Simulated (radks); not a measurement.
The lutetium ion Lu+ inside a hard spherical wall (all orbitals vanish at R), configuration held at [Xe] 4f14 6s2 and not refilled when levels cross. All-electron calculation, scalar-relativistic Kohn-Sham, r2SCAN, spin-polarised, spherical densities, finite nucleus; meta-GGA in the generalised Kohn-Sham scheme; Fermi nuclear charge, rms radius 5.37 fm. Program: a radial shooting solver on a logarithmic mesh with Libxc functionals. Eigenvalues in eV for spin up, with the zero of energy where the potential of the charges vanishes at infinity; a dash marks a level that is unbound or too diffuse for the functional's potential to be trusted. A positive occupied level is held by the wall or, in an anion where self-interaction has pushed it up, behind a barrier. The pressure on the wall is -dE/dV.

[
 {"R (bohr)": "free", "E (hartree)": "-14562.8034", "kinetic (hartree)": "15909.014", "e(5s)": "-71.748", "e(5p)": "-41.544", "e(4f)": "-18.671", "e(6s)": "-11.127", "e(5d, empty)": "-9.015", "e(6p, empty)": "-6.401", "pressure (GPa)": "0"},
 {"R (bohr)": "20", "E (hartree)": "-14562.8034", "kinetic (hartree)": "15909.014", "e(5s)": "-71.748", "e(5p)": "-41.544", "e(4f)": "-18.671", "e(6s)": "-11.127", "e(5d, empty)": "-9.015", "e(6p, empty)": "-6.401", "pressure (GPa)": "< 0.0001"},
 {"R (bohr)": "15", "E (hartree)": "-14562.8034", "kinetic (hartree)": "15909.014", "e(5s)": "-71.748", "e(5p)": "-41.544", "e(4f)": "-18.671", "e(6s)": "-11.127", "e(5d, empty)": "-9.015", "e(6p, empty)": "-6.401", "pressure (GPa)": "< 0.0001"},
 {"R (bohr)": "10", "E (hartree)": "-14562.8033", "kinetic (hartree)": "15909.016", "e(5s)": "-71.739", "e(5p)": "-41.535", "e(4f)": "-18.662", "e(6s)": "-11.120", "e(5d, empty)": "-9.007", "e(6p, empty)": "-6.375", "pressure (GPa)": "0.00427"},
 {"R (bohr)": "8", "E (hartree)": "-14562.8010", "kinetic (hartree)": "15909.041", "e(5s)": "-71.632", "e(5p)": "-41.431", "e(4f)": "-18.556", "e(6s)": "-11.032", "e(5d, empty)": "-8.917", "e(6p, empty)": "-6.145", "pressure (GPa)": "0.126"},
 {"R (bohr)": "6", "E (hartree)": "-14562.7657", "kinetic (hartree)": "15909.286", "e(5s)": "-70.813", "e(5p)": "-40.636", "e(4f)": "-17.740", "e(6s)": "-10.148", "e(5d, empty)": "-8.185", "e(6p, empty)": "-4.365", "pressure (GPa)": "3.20"},
 {"R (bohr)": "4", "E (hartree)": "-14562.3003", "kinetic (hartree)": "15911.355", "e(5s)": "-66.961", "e(5p)": "-36.995", "e(4f)": "-13.761", "e(6s)": "-2.198", "e(5d, empty)": "-3.744", "e(6p, empty)": "8.377", "pressure (GPa)": "99.3"},
 {"R (bohr)": "3.5", "E (hartree)": "-14561.7873", "kinetic (hartree)": "15913.442", "e(5s)": "-64.451", "e(5p)": "-34.600", "e(4f)": "-10.972", "e(6s)": "5.296", "e(5d, empty)": "-0.234", "e(6p, empty)": "19.040", "pressure (GPa)": "285"},
 {"R (bohr)": "3", "E (hartree)": "-14560.5887", "kinetic (hartree)": "15918.248", "e(5s)": "-59.922", "e(5p)": "-30.024", "e(4f)": "-5.655", "e(6s)": "20.857", "e(5d, empty)": "6.655", "e(6p, empty)": "39.562", "pressure (GPa)": "959"},
 {"R (bohr)": "2.5", "E (hartree)": "-14557.3888", "kinetic (hartree)": "15930.569", "e(5s)": "-50.608", "e(5p)": "-19.744", "e(4f)": "5.526", "e(6s)": "56.126", "e(5d, empty)": "21.763", "e(6p, empty)": "82.608", "pressure (GPa)": "3940"}
]
